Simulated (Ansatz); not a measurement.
Reaction (redistribution): `[CH3][Y]([NH2])[NH2]` + `C[SiH2][GeH2][OH]` → `[NH2][Y]([NH2])[OH]` + `C[SiH2][GeH2][CH3]`

Program: Ansatz. Geometries: PBE0-D4/def2-TZVP. ΔE: electronic, gas phase. CCSD(T)/CBS is the MP2 limit (def2-TZVPP, def2-QZVPP) plus CCSD(T) − MP2 in def2-TZVPP, frozen cores. Functionals use def2-TZVPP. B3LYP here is the variant with VWN-RPA as its local correlation; programs differ in this. Elements past krypton have def2 core potentials. For Ge, Y outer-core shells are correlated without core-valence functions, which leaves a few kJ/mol of doubt a bond. Scalar relativity is left out up to krypton. One conformer a species, not always the lowest.

**Question.** Is it downhill or uphill in electronic energy at CCSD(T)/CBS, and by how much? (Estimate.)

**Answer.** The calculation gave: Downhill: ΔE = -40.5 kcal/mol.

**Question.** What do these levels give: PBE-D4, r2SCAN-D4, PBE0-D4, B3LYP-D4, B2PLYP, PBE, r2SCAN, MP2/def2-TZVPP, CCSD/def2-TZVPP, MP2/def2-QZVPP, HF/CBS(def2), MP2/CBS(def2)? (An estimate is asked.)

**Answer.** Ansatz gave: PBE-D4 -38.8, r2SCAN-D4 -39.2, PBE0-D4 -39.3, B3LYP-D4 -39.6, B2PLYP -40.0, PBE -38.4, r2SCAN -39.1, MP2/def2-TZVPP -41.4, CCSD/def2-TZVPP -39.9, MP2/def2-QZVPP -41.8, HF/CBS(def2) -38.1, MP2/CBS(def2) -42.0 kcal/mol.

Largest T1 diagnostic among the species: 0.013.

In def2-TZVPP, CCSD(T) changes the Hartree–Fock value by −1.8 kcal/mol (the triples alone add −0.0 kcal/mol) and MP2 by −3.3 kcal/mol.
